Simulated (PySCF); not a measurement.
## O(2+) (oxygen, charge +2): UHF calculation

Configuration: [He] 2s2 2p2, high-spin 3P determinant. Computed with PySCF 2.14 in cc-pVTZ-DK, with the spin-free X2C one-electron Hamiltonian (Gaussian nucleus).

| Quantity | Value |
| --- | --- |
| Total energy | -73.152878 hartree |
| One-electron energy | -92.6892 hartree |
| Hartree (Coulomb) energy | 26.8859 hartree |
| Exchange energy | -7.3496 hartree |
| ⟨S²⟩ | 2.0048 |
| ⟨L²⟩ | 2.008 |
| Sum of ⟨r⟩ | 4.435 bohr |
| Sum of ⟨r²⟩ | 5.060 bohr² |
| Traceless quadrupole moment −½Σ⟨3z² − r²⟩ along its main axis | 0.481 e·bohr² |
| Langevin diamagnetic susceptibility | -4.01 ×10⁻⁶ cm³/mol |
| Time after the integrals | 0.05 s of wall time on 1 thread of Intel(R) Xeon(R) 6975P-C (shared host) |

| shell | electrons | mean orbital energy (eV) | rms radius, mean of both spins (bohr) |
| --- | --- | --- | --- |
| 1s α | 1 | -607.56 | 0.230 |
| 1s β | 1 | -604.68 | 0.230 |
| 2s α | 1 | -72.819 | 1.13 |
| 2s β | 1 | -62.427 | 1.13 |
| 2p α | 2 | -55.745 | 1.10 |
